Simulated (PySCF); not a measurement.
C2H6OSi2, SMILES C#C[SiH2][SiH2]O. Atoms are numbered in the order given.

```xyz
11

C      0.5513     2.6120     0.3525
C      0.8341     1.4360     0.4760
Si     1.1190    -0.3905     0.5891
Si    -0.9219    -1.2097    -0.2112
O     -1.4044    -0.1244    -1.3883
H      0.3213     3.6604     0.2559
H      1.4321    -0.7553     1.9998
H      2.2773    -0.7429    -0.2801
H     -0.8181    -2.5516    -0.8438
H     -1.8901    -1.2932     0.9245
H     -1.1591     0.7925    -1.2120
```
Charge 0, spin multiplicity 1.

Geometry optimised at ωB97X-D3(BJ)/def2-SVP. The structure was generated by enumeration, and PubChem lists no compound with its InChIKey, so it may never have been made. One conformer was computed; it need not be the lowest.

Method: ωB97X-D3(BJ)/def2-SVP in PySCF 2.14.0.

Frequencies are harmonic and unscaled.

Problem. Estimate the vibrational spectrum. (The exact figures need the calculation; the answer reports its results.)

Solution. 
```tsv
mode	ν (cm⁻¹)	IR (km/mol)	Raman (Å⁴/amu)	depolarisation	moving atoms (share of kinetic energy)
1	51	1.4	1.0	0.74	O 36 %, H 27 %, Si 23 %, C 14 %
2	86	1.3	3.9	0.75	C 42 %, O 22 %, Si 19 %, H 16 %
3	192	5.0	5.6	0.75	O 38 %, Si 27 %, H 21 %, C 14 %
4	239	5.0	10.9	0.75	C 67 %, H 32 %
5	314	3.6	1.6	0.75	H 46 %, C 46 %
6	326	129.8	3.7	0.75	H 76 %, C 15 %
7	424	36.1	1.3	0.67	H 67 %, Si 16 %, C 13 %
8	448	7.0	25.0	0.24	Si 80 %, H 17 %
9	585	10.7	5.6	0.74	H 68 %, Si 26 %
10	629	22.5	3.8	0.56	C 49 %, Si 41 %, H 10 %
11	724	31.1	12.2	0.75	H 88 %
12	734	17.7	14.3	0.75	H 94 %
13	767	22.5	2.0	0.75	H 75 %, C 25 %
14	778	21.4	1.3	0.73	H 74 %, C 26 %
15	791	303.5	12.6	0.62	H 83 %, Si 14 %
16	833	59.1	6.5	0.57	H 64 %, O 31 %
17	899	174.1	2.9	0.62	H 35 %, Si 33 %, O 31 %
18	931	235.5	19.4	0.74	H 87 %
19	954	38.6	12.4	0.74	H 92 %
20	977	111.1	12.8	0.75	H 92 %
21	2184	27.7	150.5	0.23	C 90 %, H 10 %
22	2230	124.4	138.5	0.34	H 97 %
23	2256	69.0	192.7	0.16	H 98 %
24	2261	116.3	115.5	0.58	H 96 %
25	2277	136.4	216.9	0.16	H 97 %
26	3467	56.9	42.0	0.27	H 85 %, C 15 %
27	3888	90.1	41.1	0.16	H 94 %
```
